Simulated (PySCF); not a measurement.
CH5AlO2, SMILES [OH][Al]([OH])[CH3]. Atoms are numbered in the order given.

```xyz
9

Al     0.0379     0.0358     0.0031
C     -1.4327    -1.2297    -0.1293
H     -1.1000    -2.1661    -0.6235
H     -2.2803    -0.8157    -0.7103
H     -1.8042    -1.5114     0.8775
O     -0.0926     1.5365    -0.8309
H      0.5788     2.2347    -0.8364
O      1.4066    -0.4070     0.9487
H      2.1975     0.1351     1.0856
```
Charge 0, spin multiplicity 1.

Geometry: PBE-D3(BJ)/def2-SVP. The isomer is the one that the SMILES or the coordinates give; other isomers of the formula were not compared. One conformer was computed; it need not be the lowest.

Two levels are set side by side: PBE/pcSseg-1 (PySCF) and PBE0/pcSseg-1 (PySCF). GIAO shifts against H2O (¹⁷O), TMS (¹H), TMS (¹³C) at the same level; non-relativistic, no solvent, atoms listed together averaged. Differences are taken from unrounded values.

```tsv
quantity	PBE0	PBE	PBE minus PBE0
δ(¹³C) of C2 (ppm)	-16.6	-17.8	-1.2
δ(¹H) of H7, H9 (ppm)	1.99	2.03	0.04
```

Rough cost on one machine, each run with all the roots and properties that it gave: PBE0 against PBE within a factor of 2.
